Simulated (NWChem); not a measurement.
System: CH5F2NOSi; SMILES NC[Si](O)(F)F

Here is an NWChem input.

```
start job
memory heap 200 mb stack 900 mb global 1100 mb
geometry units angstroms noautoz
  N     -0.035889     2.393846    -0.118356
  C     -0.656277     1.269051     0.576971
  Si    -0.005076    -0.389369     0.056490
  O      1.615332    -0.420986     0.307369
  F     -0.717319    -1.628521     0.810981
  F     -0.296318    -0.643441    -1.516337
  H      0.974356     2.375144     0.010093
  H     -0.197844     2.327412    -1.121584
  H     -1.748957     1.299158     0.425919
  H     -0.520729     1.388752     1.665834
  H      2.127235    -1.161746    -0.030408
end
basis spherical
  * library def2-svp
end
dft
  xc slater vwn_5
  iterations 150
  mulliken
end
task dft energy
```

Geometry: optimised at PBE0/def2-SVP.

Task: Predict the main results of this run. (LDA (Slater exchange, VWN5)/def2-SVP.) Quantities: energy (Ha); highest occupied level (eV); orbital gap (eV); dipole (D).

Result: 
- energy (Ha): -656.29
- highest occupied level (eV): -5.26
- orbital gap (eV): 5.17
- dipole (D): 1.48
